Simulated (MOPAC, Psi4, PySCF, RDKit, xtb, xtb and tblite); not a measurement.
Conformational energy of SMILES CC(=O)C[SiH3] (C3H8OSi). Scanned: dihedral O3–C2–C4–Si5; all other coordinates were relaxed at GFN2-xTB. Points at φ and −φ are mirror images.

Geometry of the scan point at 30° (Å):
```
13

C      1.5394     0.7293     0.6359
C      0.9177     0.0334    -0.5487
O      1.2921     0.2201    -1.6827
C     -0.1829    -0.9317    -0.2462
Si    -0.1413    -2.3138    -1.5685
H      0.7664     1.1719     1.2605
H      2.2348     1.4967     0.3055
H      2.0766    -0.0058     1.2334
H     -0.1222    -1.2938     0.7792
H     -1.1271    -0.3922    -0.3371
H     -1.0966    -3.3373    -1.1289
H     -0.5445    -1.7831    -2.8642
H      1.2092    -2.8709    -1.6000
```

Computed with: GFN2-xTB (xtb and tblite); MMFF94 // GFN2-xTB (RDKit); PBE/def2-TZVP // GFN2-xTB (Psi4); PBE-D3(BJ)/def2-TZVP // GFN2-xTB (Psi4); MP2/cc-pVTZ = Psi4 1.11 with DF-MP2 (frozen core)/cc-pVTZ // GFN2-xTB; HF/cc-pVTZ // GFN2-xTB (Psi4); UFF // GFN2-xTB (RDKit); PM6, restricted, heats of formation // GFN2-xTB (MOPAC); AM1, restricted, heats of formation // GFN2-xTB (MOPAC); GFN1-xTB // GFN2-xTB (xtb); RKS-B3LYP/6-31G* = restricted B3LYP/6-31G*, spherical d // GFN2-xTB (PySCF 2.14.0); RHF/LANL2DZ = PySCF with restricted Hartree-Fock/LANL2DZ, with its core potentials past Ne // GFN2-xTB; RKS-B3LYP/LANL2DZ = PySCF with restricted B3LYP/LANL2DZ, with its core potentials past Ne // GFN2-xTB; RHF/3-21G = restricted Hartree-Fock/3-21G // GFN2-xTB in PySCF 2.14.0.

Least-squares fit of E(φ) = a0 + Σ (a_n cos nφ + b_n sin nφ), n = 1 to 4, to the 24 scan points, in kcal/mol above the lowest point of each profile (levels whose profile four harmonics don't fit are not listed):

```tsv
method	a0	a1	b1	a2	b2	a3	b3	a4	b4	rms of fit
GFN2-xTB	1.50	-1.02	0.00	1.40	0.00	-0.30	0.00	-0.03	0.00	0.11
MMFF94	1.68	-0.38	0.00	1.87	0.00	0.08	0.00	0.27	0.00	0.14
PBE/def2-TZVP	1.31	-0.61	0.00	1.22	0.00	-0.28	0.00	0.01	0.00	0.09
PBE-D3(BJ)/def2-TZVP	1.33	-0.47	0.00	1.24	0.00	-0.30	0.00	0.01	0.00	0.09
MP2/cc-pVTZ	1.26	-0.99	0.00	1.16	0.00	-0.39	0.00	0.02	0.00	0.11
HF/cc-pVTZ	1.19	-1.24	0.00	1.16	0.00	-0.34	0.00	0.09	0.00	0.09
UFF	2.08	-0.24	0.00	2.29	0.00	0.67	0.00	0.44	0.00	0.31
PM6	1.76	1.15	0.00	1.75	0.00	0.07	0.00	0.09	0.00	0.05
AM1	1.74	-0.21	0.00	1.30	0.00	-0.69	0.00	-0.37	0.00	0.06
GFN1-xTB	3.28	-2.28	0.00	-0.02	0.00	-0.68	0.00	-0.16	0.00	0.14
RKS-B3LYP/6-31G*	1.11	-1.21	0.00	1.01	0.00	-0.31	0.00	0.02	0.00	0.09
RHF/LANL2DZ	1.23	-1.05	0.00	1.21	0.00	-0.37	0.00	0.11	0.00	0.08
RKS-B3LYP/LANL2DZ	1.30	-0.60	0.00	1.26	0.00	-0.24	0.00	0.10	0.00	0.08
RHF/3-21G	2.48	-2.68	0.00	0.65	0.00	-0.59	0.00	0.05	0.00	0.12
```

MMFF94 has few fitted parameters for silicon.
